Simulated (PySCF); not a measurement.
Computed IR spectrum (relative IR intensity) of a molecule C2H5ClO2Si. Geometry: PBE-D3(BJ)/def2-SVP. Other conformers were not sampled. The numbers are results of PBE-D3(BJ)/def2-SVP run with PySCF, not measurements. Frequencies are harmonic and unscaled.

Lines under 2 % of the strongest are left out, and lines within 2 cm⁻¹ are merged.

```json
[
 {"ν (cm⁻¹)": "154", "relative intensity": "2.8"},
 {"ν (cm⁻¹)": "235", "relative intensity": "2.6"},
 {"ν (cm⁻¹)": "370", "relative intensity": "2.5"},
 {"ν (cm⁻¹)": "544", "relative intensity": "13"},
 {"ν (cm⁻¹)": "555", "relative intensity": "5.1"},
 {"ν (cm⁻¹)": "581", "relative intensity": "3.8"},
 {"ν (cm⁻¹)": "628", "relative intensity": "2.9"},
 {"ν (cm⁻¹)": "695", "relative intensity": "2.7"},
 {"ν (cm⁻¹)": "763", "relative intensity": "8.1"},
 {"ν (cm⁻¹)": "859", "relative intensity": "100"},
 {"ν (cm⁻¹)": "919", "relative intensity": "29"},
 {"ν (cm⁻¹)": "932", "relative intensity": "16"},
 {"ν (cm⁻¹)": "975", "relative intensity": "16"},
 {"ν (cm⁻¹)": "1009", "relative intensity": "2.3"},
 {"ν (cm⁻¹)": "1225", "relative intensity": "82"},
 {"ν (cm⁻¹)": "1328", "relative intensity": "33"},
 {"ν (cm⁻¹)": "1385", "relative intensity": "3.6"},
 {"ν (cm⁻¹)": "1394", "relative intensity": "3.0"},
 {"ν (cm⁻¹)": "1784", "relative intensity": "51"},
 {"ν (cm⁻¹)": "2221", "relative intensity": "17"},
 {"ν (cm⁻¹)": "2236", "relative intensity": "26"}
]
```

**Question.** Identify the compound among the candidates.
A) CC(=O)[Si@@H](O)Cl
B) O=C[Si@@H](Cl)CO
C) O=CC[Si@@H](O)Cl
D) CC(=O)O[SiH2]Cl

**Answer.** D, CC(=O)O[SiH2]Cl
